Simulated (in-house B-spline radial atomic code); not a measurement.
How numerical settings move a run on Yb IV (Yb3+), [Xe] 4f13. Computed with an all-electron radial atomic-structure program (B-spline basis): Dirac-Kohn-Sham PBE0, spherical fractional occupations, Fermi nucleus of rms radius 5.3108 fm.

Command:
```bash
python run_scf.py task.json out
```
Settings of the sound reference run:
```
Z                70
electrons        67
configuration    [Xe] 4f13
hamiltonian      dirac
method           pbe0
spin_polarised   False
nucleus          fermi
rms_radius       5.3108
mass_number      174
atomic_mass      173.9389
speed_of_light   137.036
knot_spacing     0.22
spline_order     8
gauss_points     12
box_radius       16.22
max_iterations   70
damping          0.5
damped_steps     3
diis_vectors     10
tolerance        1e-08
start            Thomas-Fermi
```

Run time, properties included: 2.1 s on 1 thread of AMD EPYC 7R43 64-Core Processor, with other jobs on the host.

It converges in 10 iterations to -14071.873868 hartree, with 4f7/2 at -38.1649 eV. The other runs change the listed settings, some to values that make no sense; their results aren't properties of the atom or ion. Radii are in bohr (the nuclear one in fm), a minus after a letter asks for a j subshell, and «unchanged» means within 1e-8 hartree. The run stops when the residual is below 10 × tolerance × max(1, Z/10), or a noise floor if that is larger, and the energy moves by less than 1e-8 × √|E| hartree; so very loose and very tight tolerances often act alike.

```tsv
changed settings	outcome
first_knot = 0.00429	converged in 10 iterations, energy -9.61e-01 hartree from the reference, 4f7/2 level -1.1e-03 eV
electrons = 68, configuration = [Xe] 4f13 6s-1, max_iterations = 75	stopped with error: j subshells need the Dirac Hamiltonian and l > 0
first_knot = 1.43e-05	converged in 10 iterations, energy -6.30e-07 hartree from the reference, 4f7/2 level -1.2e-05 eV
method = r2scan	stopped with error: meta-GGAs are not served with the Dirac Hamiltonian
gauss_points = 3	converged in 10 iterations, energy +1.91e-03 hartree from the reference, 4f7/2 level -8.4e-05 eV
box_radius = 0.65	converged in 8 iterations, energy +1.05e+03 hartree from the reference, 4f7/2 level +9.6e+02 eV (the program warns: 4f7/2 has a positive eigenvalue: unbound, held by the box; 4s1/2 has a positive eigenvalue: unbound, held by the box)
gauss_points = 4	converged in 10 iterations, energy +5.90e-06 hartree from the reference
box_radius = 32.44	converged in 10 iterations, energy unchanged, 4f7/2 level +4.0e-07 eV
box_radius = 8.11, first_knot = 0.00143, max_iterations = 75, diis_vectors = 2	converged in 11 iterations, energy -5.21e-01 hartree from the reference, 4f7/2 level +6.6e-04 eV
first_knot = 0.00143	converged in 10 iterations, energy -5.21e-01 hartree from the reference, 4f7/2 level +6.5e-04 eV
box_radius = 8.11	converged in 10 iterations, energy unchanged, 4f7/2 level +1.1e-06 eV
first_knot = 1.43e-06	converged in 10 iterations, energy +1.09e-07 hartree from the reference, 4f7/2 level +5.6e-07 eV
box_radius = 32.44, first_knot = 0.000143, max_iterations = 60, diis_vectors = 1, tolerance = 1e-05	not converged after 60 iterations, last residual 4.1e+00, last energy +2.10e+02 hartree from the reference
first_knot = 0.000143	converged in 10 iterations, energy +2.91e-05 hartree from the reference
box_radius = 3.24	converged in 9 iterations, energy +1.14e-01 hartree from the reference, 4f7/2 level +1.8e+00 eV (the program warns: 4f7/2 reaches the box edge; 5s1/2 reaches the box edge)
first_knot = 0.0429	converged in 10 iterations, energy +6.33e+01 hartree from the reference, 4f7/2 level -6.5e-01 eV
gauss_points = 5	converged in 10 iterations, energy -7.30e-08 hartree from the reference
box_radius = 2.43	converged in 9 iterations, energy +1.38e+00 hartree from the reference, 4f7/2 level +1.1e+01 eV (the program warns: 4f7/2 reaches the box edge; 4p3/2 reaches the box edge)
```

(1) What happens with box_radius = 64.88?

(2) What happens with electrons = 68, configuration = [Xe] 4f13 6p-1, max_iterations = 75?

(3) What happens with knot_spacing = 0.15, spline_order = 7, first_knot = 1.43e-06, max_iterations = 100, tolerance = 1e-10?

(4) What happens with box_radius = 0.97?

## Answers

(1) Converged in 10 iterations, energy unchanged, 4f7/2 level +4.5e-07 eV.

(2) Converged in 10 iterations to -14072.4481 hartree, a different physical problem (warning: 6p1/2 reaches the box edge).

(3) Converged in 10 iterations, energy -5.08e-06 hartree from the reference, 4f7/2 level +5.9e-05 eV.

(4) Converged in 8 iterations, energy +2.12e+02 hartree from the reference, 4f7/2 level +3.2e+02 eV (the program warns: 4f7/2 has a positive eigenvalue: unbound, held by the box; 4d3/2 has a positive eigenvalue: unbound, held by the box).
